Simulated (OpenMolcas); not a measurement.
Pt2+: moving or changing the point charges

Pt2+ among 5 point charges of -1.5 e arranged as a trigonal bipyramid (D3h), 1.81 Å from the ion, with the axial distance 1.882 Å.

* Program: OpenMolcas 26.06
* Method: CASSCF
* Basis: ANO-RCC-VDZP [7s6p4d2f]
* Scalar Hamiltonian: DKH2, point nucleus
* Active space: 8 electrons in 5 orbitals (5d)
* State averaging: 2S+1 = 3 even, 10 roots; 2S+1 = 1 even, 15 roots
* Spin-orbit coupling: state interaction with AMFI integrals over the reference wave functions

Runs around this geometry, states (labels of D3, the rotations of D3h). Energies in cm-1 above the lowest state or level, χT in cm3 K/mol.

```tsv
R (Å)	q (e)	Axial / equatorial distance	Ground state	First state of that spin	First gap with spin-orbit (degeneracies)	χT at 300 K	First state of another spin
1.81	-0.98	1.04	3E	3E 4771	1.6 (1, 1)	2.400	1A1 8623
1.81	-1.5	1.04	3E	3E 5650	1.9 (1, 1)	2.283	1A1 4976
2.02	-1.5	1.04	3E	3E 4231	2.0 (1, 1)	2.469	1A1 8434
1.81	-1.5	1.12	3E	3E 6159	2.1 (1, 1)	2.265	1A1 9224
```

Taking the first state of the same spin as R^-n, n = -ln(4231 / 5650) / ln(2.02 / 1.81) = 2.6 between the shortest and longest distance.

Scaling the charges by -0.98 / -1.5 = 0.65 scales the first state of the same spin by 4771 / 5650 = 0.84; with fixed orbitals a first-order splitting would follow the charge.

An orbital doublet at a regular site is open to a Jahn-Teller distortion, which this geometry leaves out. Without dynamic correlation the repulsion within the d shell is too large (B by tens of per cent), so at a given field states of lower spin stand too high. Real 4d8 and 5d8 ions are as a rule square planar and diamagnetic. Point charges give a weaker field than real ligands, and real ions of this kind are as a rule low spin; the high spin found here belongs to the model. This shell can be high or low spin here, a state of another spin lies low, and with metal d orbitals alone active their balance is uncertain, so the ground spin may be wrong (holds for R = 1.81, q = -0.98, ratio = 1.04; R = 1.81, q = -1.5, ratio = 1.04; R = 2.02, q = -1.5, ratio = 1.04). This is an electrostatic model: the charges have no orbitals. No measured value stands beside these numbers.
